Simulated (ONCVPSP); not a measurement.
# Before and after: ONCV potential for S

S (Z = 16), optimised norm-conserving Vanderbilt (ONCV), made with ONCVPSP 4.0.1 (PW91, non-relativistic). Core [He], reference 2s2 2p6 3s1.75 3p4.25. Waves: 2s+3s: rc 0.85 bohr, ncon 4, nbas 7, qcut 18.8 1/bohr, 2 projectors; 2p+3p: rc 0.65 bohr, ncon 4, nbas 7, qcut 23.2 1/bohr, 2 projectors. Local part: polynomial inside 0.45 bohr (lpopt 5, dvloc0 3 Ha). Core correction: polynomial model core, fcfact 0.2.

Change: s: qcut 12.4.

Cutoffs: the cutoffs (Ha) at which the residual kinetic energy of the hardest occupied pseudo-wave falls to 1 and 0.1 mHa per electron; they do not see the model core or the augmentation charge, which bear on the density cutoff. Errors are all-electron minus pseudo energies relative to the spin-unpolarised reference configuration.

Problem. How do hardness, ghosts and transferability respond?

Solution. The potential gets neither clearly harder nor softer (199 Ha and 225 Ha → 199 Ha and 225 Ha); the p channel sets the loose cutoff, while the largest relative change is in s, which becomes softer; the errors of the 4 common tests hardly move; neither file shows a bound ghost.

```tsv
quantity	base	changed
cutoff, loose	199 Ha	199 Ha
cutoff, tight	225 Ha	225 Ha
loose cutoff by channel	s 89 Ha, p 199 Ha	s 43 Ha, p 199 Ha
bound ghosts	none	none
GHOST(+) flags under 300 eV	none	none
error for 2s2 2p6 3s2 3p4, meV [ΔE -2.53 eV]	0.0	0.0
error for 2s2 2p6 3s2 3p3, meV [ΔE 9.30 eV]	+0.5	+0.5
error for 2s2 2p6 3s2 3p2, meV [ΔE 31.66 eV]	+2.3	+2.6
error for 2s2 2p6 3s2 3p3.5, meV [ΔE 2.16 eV]	+0.1	+0.2
s: phases at 0.86 bohr within 0.05 rad from the reference energy up to (Ha; the scan ends near 5)	to the end of the scan	to the end of the scan
p: phases at 0.66 bohr within 0.05 rad from the reference energy up to (Ha; the scan ends near 5)	to the end of the scan	to the end of the scan
rms error of d²Exc/dni dnj with the model core, mHa	2.56	2.62
```
